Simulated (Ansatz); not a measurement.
**Energy on a grid of two coordinates**

AlN2H5S (SMILES [NH2][Al]([NH2])[SH]), closed shell, PBE0-D4/def2-TZVP minimum:

| atom | x (Å) | y (Å) | z (Å) |
| --- | --- | --- | --- |
| N1 | -0.3334 | 1.1235 | -1.0201 |
| Al2 | -0.0673 | -0.1553 | 0.1673 |
| N3 | 1.4037 | -1.1278 | 0.1688 |
| S4 | -1.5727 | -0.5907 | 1.6980 |
| H5 | -1.1993 | 1.6192 | -1.1468 |
| H6 | 0.3515 | 1.4455 | -1.6836 |
| H7 | 1.6468 | -1.7842 | 0.8917 |
| H8 | 2.1113 | -1.1188 | -0.5463 |
| H9 | -2.2520 | 0.5425 | 1.4537 |

Rows set the bond length N1–Al2 (Å; 1.765 at the minimum), columns the angle Al2–N3–H7 (°; 124.2), set in this order; the parts move rigidly, in a bend the first-named atom's side turns in the plane, and in a torsion the whole end group turns. CCSD(T) energies count from the value at that structure, in eV. Computed with Ansatz 0.2.0 (basis: def2-TZVPP); correlated methods freeze the cores.

```json
{"N1–Al2 \\ Al2–N3–H7": "1.553", "100.2": "1.084", "112.2": "0.921", "124.2": "0.865", "136.2": "0.916", "148.2": "1.071"}
{"N1–Al2 \\ Al2–N3–H7": "1.705", "100.2": "?", "112.2": "0.116", "124.2": "0.062", "136.2": "0.116", "148.2": "0.276"}
{"N1–Al2 \\ Al2–N3–H7": "1.926", "100.2": "0.451", "112.2": "0.287", "124.2": "0.235", "136.2": "0.294", "148.2": "0.459"}
{"N1–Al2 \\ Al2–N3–H7": "2.185", "100.2": "1.409", "112.2": "1.246", "124.2": "1.198", "136.2": "1.261", "148.2": "1.433"}
{"N1–Al2 \\ Al2–N3–H7": "2.471", "100.2": "?", "112.2": "?", "124.2": "?", "136.2": "2.513", "148.2": "2.691"}
```

(1) Fill in the withheld cells. (Judge from chemistry; the value comes from the calculation.)

The T1 diagnostic stays at or below 0.014.

Results:

(1) Computed: (1.705, 100.2): 0.280; (2.471, 100.2): 2.651; (2.471, 112.2): 2.490; (2.471, 124.2): 2.445 eV. These count from the CCSD(T) energy at the PBE0-D4 minimum.

The same grid for a cheaper method: r2SCAN-D4 − CCSD(T), both counted from the minimum, in eV:
```csv
N1–Al2 \ Al2–N3–H7,100.2,112.2,124.2,136.2,148.2
1.553,-0.051,-0.048,-0.047,-0.048,-0.050
1.705,-0.013,-0.010,-0.009,-0.010,-0.013
1.926,0.010,0.013,0.014,0.013,0.010
2.185,0.005,0.008,0.009,0.008,0.005
2.471,-0.029,-0.026,-0.024,-0.025,-0.027
```

For scale, one of the runs: CCSD(T)/def2-TZVPP, 216 basis functions (an equivalent command: `ansatz run in.yaml --threads 4`). Time: 28 s of wall clock on 4 CPU threads; the host was shared. Peak host memory: 3 GiB.
